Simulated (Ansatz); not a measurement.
Consider the redistribution: `[SiH3][SiH]1CC1` + `OP[SiH3]` → `O[Si]1([SiH3])CC1` + `[SiH3]P`.

Gas-phase electronic energies from Ansatz, PBE0-D4/def2-TZVP geometries. CBS: MP2 limit from def2 TZ/QZ plus the TZ coupled-cluster correction, frozen cores. This one scheme is used for every species. DFT in def2-TZVPP. B3LYP here is the variant with VWN-RPA as its local correlation; programs differ in this. Each species was taken in one conformer, which may not be the lowest.

`[SiH3][SiH]1CC1`:

Cartesian coordinates in Å:
```
Si -0.266 0.364 2.060
Si -0.762 -0.165 -0.139
C 0.569 -0.928 -1.193
C 0.304 0.549 -1.489
H -1.008 1.571 2.515
H -0.592 -0.758 2.981
H 1.194 0.640 2.135
H -2.162 -0.488 -0.502
H 1.525 -1.171 -0.741
H 0.272 -1.638 -1.959
H 1.090 1.248 -1.226
H -0.162 0.778 -2.442
```

`OP[SiH3]`:

```xyz
8

O    -1.229   -0.097    1.428
P    -0.298    1.012    0.604
Si    0.816   -0.403   -0.761
H    -1.318    0.184    2.342
H    -1.220    1.381   -0.420
H     1.444    0.436   -1.818
H    -0.074   -1.416   -1.387
H     1.879   -1.096    0.013
```

`O[Si]1([SiH3])CC1`:

```xyz
13

O     1.449    0.989    1.265
Si    0.346    0.226    0.307
Si    0.012   -1.946    1.041
C    -1.001    1.154   -0.538
C     0.148    0.662   -1.471
H     1.671    1.898    1.057
H    -0.988   -2.566    0.130
H    -0.514   -1.974    2.431
H     1.271   -2.736    0.988
H    -1.068    2.232   -0.411
H    -1.977    0.705   -0.694
H     0.766    1.448   -1.899
H    -0.114   -0.092   -2.206
```

`[SiH3]P`:

Z-matrix (Å, degrees):
```
Si
P 1 2.255
H 1 1.487 2 113.9
H 1 1.486 2 108.0 3 -121.2
H 1 1.486 2 108.0 3 121.2
H 2 1.421 1 93.8 3 -46.7
H 2 1.421 1 93.8 3 47.0
```

| level | ΔE (kJ/mol) |
| --- | --- |
| PBE | -98.7 |
| B3LYP | -104.4 |

(1) What does CCSD(T)/CBS give? (Estimate.)

Largest T1 diagnostic among the species: 0.013.

## Answers

(1) Ansatz gave: -109.1 kJ/mol. The listed levels differ from it by 10.4, 4.7 kJ/mol.

From PBE to PBE0 (25 % exact exchange), in def2-TZVPP and without D4, ΔE moves by −5.7 kJ/mol.
